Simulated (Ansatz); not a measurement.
The same molecule with X = C, Ge, Sn. Ansatz, PBE0-D4/def2-TZVP geometries, multiplicity 1. Each molecule was computed in one conformer, which needn't be the lowest.

Elements past krypton have def2 core potentials. Scalar relativity is left out up to krypton.

| X | molecule | mean X–B bond length / Å | mean X–H bond length / Å | HOMO energy (PBE/def2-TZVPP) / eV | HOMO energy (B3LYP/def2-TZVPP) / eV | HOMO–LUMO gap (PBE0/def2-TZVPP) / eV |
| --- | --- | --- | --- | --- | --- | --- |
| C | `CBN` | 1.568 | 1.095 | -6.95 | -8.08 | 9.14 |
| Sn | `N[BH][SnH3]` | 2.249 | 1.714 | -6.37 | -7.32 | 6.87 |

Problem. Give the row for X = Ge, `N[BH][GeH3]`. (Best estimate.)

Solution. Computed: 
```csv
X,molecule,mean X–B bond length / Å,mean X–H bond length / Å,HOMO energy (PBE/def2-TZVPP) / eV,HOMO energy (B3LYP/def2-TZVPP) / eV,HOMO–LUMO gap (PBE0/def2-TZVPP) / eV
Ge,`N[BH][GeH3]`,2.064,1.543,-6.61,-7.62,7.37
```

From C to Sn the mean X–B bond length rises at each step, by 0.681 Å in all; the mean X–H bond length rises at each step, by 0.619 Å in all; the HOMO energy (PBE/def2-TZVPP) rises at each step, by 0.58 eV in all; the HOMO energy (B3LYP/def2-TZVPP) rises at each step, by 0.76 eV in all; the HOMO–LUMO gap (PBE0/def2-TZVPP) falls at each step, by 2.27 eV in all. Bonds lengthen as the atom grows down the group.

B3LYP here is the variant with VWN-RPA as its local correlation; programs differ in this.
